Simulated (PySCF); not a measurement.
# One molecule, several mistakes: BCH4NSi

All numbers below are calculated, not measured. They come from PySCF 2.14.0, an open-source quantum chemistry program, on an isolated molecule that a program drew, which may never have been made. The molecule is BCH4NSi (charge 0, singlet), drawn as the SMILES string `C=B[Si]N`.

Each row is a Hartree-Fock (HF) and frozen-core CCSD(T) single point in the cc-pV(D+d)Z basis, meant for a local HF minimum. Run 1 is clean. Each other run has one planted mistake out of seven kinds, and not every kind appears here: one electron removed, one electron added, multiplicity raised by two, geometry at a saddle point, minimal basis STO-3G, one bond length entered in bohr, all coordinates scaled. The reference is restricted for singlets and unrestricted otherwise, and also for a bond in bohr. Adding or removing an electron swaps singlet and doublet. Electrons count all cores. HOMO and LUMO are orbital energies over both spins, the gradient is its largest component, and the lowest frequency (negative if imaginary) is given only where the gradient is small. Bond lengths are over the 7 bonds as drawn. T1 is the CCSD diagnostic: over 0.02 (restricted) or 0.045 (unrestricted) a single reference is doubtful.

Geometry of the clean run:
```xyz
8
BCH4NSi, angstrom
C     0.9643    2.5063    0.8690
B     1.4063    1.3265    0.2731
Si    2.1568   -0.2599   -0.7489
N     1.5129   -1.5307    0.1865
H     1.2310    3.4817    0.4713
H     0.3356    2.5196    1.7542
H     0.9334   -1.4746    1.0018
H     1.7024   -2.4842   -0.0591
```

```
run  electrons  basis functions  <S^2>  HOMO (eV)  LUMO (eV)  gradient (hartree/bohr)  lowest frequency (cm^-1)  mean bond (Å)  longest bond (Å)      T1  HF (hartree)  CCSD(T) (hartree)                     mistake
  1         36               85  0.000      -8.67       1.45                  9.0e-06                       124         1.3294             2.031  0.0182    -408.20178         -408.72520                    no fault
  2         36               85  2.078      -6.72       0.25                  3.2e-02                         -         1.3294             2.031  0.0269    -408.14141         -408.63563  multiplicity raised by two
  3         37               85  0.794      -0.03       7.22                  4.1e-02                         -         1.3294             2.031  0.0213    -408.17504         -408.70207          one electron added
  4         36               85  0.000      -8.33       1.14                  4.3e-02                         -         1.4012             2.141  0.0202    -408.18078         -408.71577      all coordinates scaled
  5         36               85  1.121      -7.25       1.63                  1.1e-02                         -         1.5875             3.838  0.0435    -408.11242         -408.60696                           ?
  6         36               28  0.000      -5.98       6.42                  4.3e-02                         -         1.3294             2.031  0.0210    -403.32845         -403.56279                           ?
```

**Which mistake was planted in run 5, and what did it cost?**

The mean bond changes by a factor of 1.194 and the longest by 1.890, so the molecule wasn't scaled as a whole. A length L in bohr read as angstrom grows by (1/0.5292 - 1) L = 0.890 L. The 7 bonds together grew by 7 x 0.2581 = 1.807 Å, which gives L = 2.031 Å. That is bond B2-Si3, 2.031 Å in the clean geometry. So the mistake is: one bond length entered in bohr. Subtracting run 1 and multiplying by 627.51 kcal/mol a hartree, the energy moved by 56.1 kcal/mol in HF and 74.2 kcal/mol in CCSD(T).

**Which mistake was planted in run 6, and what did it cost?**

It has 28 basis functions where the clean run has 85, with the same electrons and geometry. So the mistake is: minimal basis STO-3G. Subtracting run 1 and multiplying by 627.51 kcal/mol a hartree, the energy moved by 3058.1 kcal/mol in HF and 3239.5 kcal/mol in CCSD(T).

Cautions from the logs. Run 3: the added electron raises the CCSD(T) energy, so it isn't bound in this basis; run 4: T1 is over the limit, so its CCSD(T) energy is less reliable; run 6: T1 is over the limit, so its CCSD(T) energy is less reliable.
